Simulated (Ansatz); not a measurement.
CH5AlClFOSi, SMILES `[CH3][Al]([Cl])[SiH](O)F`. The species carries charge 0 and has multiplicity 1. The geometry is a stationary point of PBE0-D4/def2-TZVP. It is one conformer, not always the lowest.

```xyz
11

C     0.937    0.185    1.864
Al   -0.638   -0.164    0.780
Cl   -2.492   -0.391    1.759
Si   -0.703   -0.311   -1.688
O     0.200    0.844   -2.431
F    -0.132   -1.767   -2.075
H     0.838   -0.239    2.866
H     1.077    1.266    1.982
H     1.849   -0.211    1.408
H    -2.039   -0.191   -2.322
H     1.103    0.977   -2.143
```

(1) What is the dipole moment at r2SCAN/def2-TZVPP? (Best estimate.)

(2) And with PBE, B3LYP, ωB97M-V? (Best estimate.)

(3) Give the Mulliken charges with r2SCAN, ωB97M-V, B3LYP in def2-TZVPP. (Estimate.)

## Answers

(1) The calculation gave: 2.84 D, with components (2.41, 1.15, 0.98) D in this frame, pointing from negative to positive charge.

(2) Ansatz gave: PBE 2.78 D, B3LYP 2.80 D, ωB97M-V 2.83 D.

(3) Computed: 
| atom | r2SCAN | ωB97M-V | B3LYP |
| --- | --- | --- | --- |
| C1 | -0.38 | -0.51 | -0.43 |
| Al2 | 0.54 | 0.46 | 0.46 |
| Cl3 | -0.27 | -0.23 | -0.26 |
| Si4 | 0.51 | 0.47 | 0.54 |
| O5 | -0.39 | -0.36 | -0.38 |
| F6 | -0.32 | -0.31 | -0.32 |
| H7 | 0.08 | 0.12 | 0.11 |
| H8 | 0.07 | 0.11 | 0.09 |
| H9 | 0.07 | 0.11 | 0.10 |
| H10 | -0.10 | -0.05 | -0.10 |
| H11 | 0.20 | 0.18 | 0.19 |

B3LYP here is the variant with VWN-RPA as its local correlation; programs differ in this.
